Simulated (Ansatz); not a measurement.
Abridged output of a molecular run in Ansatz:

```
Functional definition: HF
1568 factors; integrals over basis functions are off by at most 1.3e-3 eV
mean field evaluation 1: about -11905.4482 eV, gradient 5.2e1 eV
mean field evaluation 2: about -11905.4703 eV, gradient 5.2e1 eV
mean field evaluation 4: about -11911.8172 eV, gradient 5.0e0 eV
mean field evaluation 8: about -11911.8953 eV, gradient 3.4e-1 eV
mean field evaluation 16: about -11911.7922 eV, gradient 5.0e0 eV
mean field -11911.89569072 eV, -437.7540924611 hartree, gradient 2.5e-6 eV, S^2 0.000000; 0 other end points of the search recorded, 0 dependent functions left out
9 core orbitals not correlated: weight in the atoms' cores, before any rotation towards them, 1.000 or more for the frozen orbitals, at most 0.000 for the correlated occupied ones
reference -11911.89569072 eV, -437.7540924611 hartree; 23, 23 occupied and 114, 114 virtual orbitals, 1568 factors
second order -24.12224221 eV of doubles, -0.00000000 eV of singles
cycle   1  -24.98130302 eV  change   -8.6e-1 eV  update   1.3e-1
cycle   2  -25.63362410 eV  change   -6.5e-1 eV  update   3.9e-2
cycle   3  -25.83700969 eV  change   -2.0e-1 eV  update   2.5e-2
cycle   4  -25.83935825 eV  change   -2.3e-3 eV  update   7.7e-3
cycle   5  -25.83433135 eV  change    5.0e-3 eV  update   3.9e-3
cycle   6  -25.83462658 eV  change   -3.0e-4 eV  update   1.4e-3
cycle   7  -25.83402279 eV  change    6.0e-4 eV  update   5.0e-4
cycle   8  -25.83387385 eV  change    1.5e-4 eV  update   1.5e-4
cycle   9  -25.83390766 eV  change   -3.4e-5 eV  update   5.4e-5
perturbative correction -0.75319993 eV, -0.0276795868 hartree
Total energy: -11938.48279831 eV, -438.7311506437 hartree
```

Its atoms:

Z-matrix (Å, degrees):
```
C
C 1 1.520
H 1 1.093 2 111.6
H 1 1.095 2 110.9 3 120.0
H 1 1.093 2 109.9 3 -120.5
C 2 1.517 1 111.4 3 57.9
O 2 1.406 1 110.9 3 178.3
H 2 1.104 1 107.9 3 -60.3
H 6 1.093 2 111.3 1 -59.3
H 6 1.091 2 110.3 1 -180.0
H 6 1.093 2 109.8 1 61.0
In 7 1.989 2 123.3 1 74.1
N 12 2.002 7 107.2 2 -168.1
H 12 1.700 7 121.9 2 8.7
H 13 1.007 12 120.9 7 -157.4
H 13 1.009 12 117.5 7 -16.8
```

Which basis set was used?
A. def2-TZVPP
B. def2-QZVPP
C. def2-TZVPPD
D. def2-SVP

D. It gives 146 functions.

Write the keys of the input that set method, charge and spin (a neutral closed shell needs none for the last two).


```yaml
correlation: {method: ccsd_t}
```
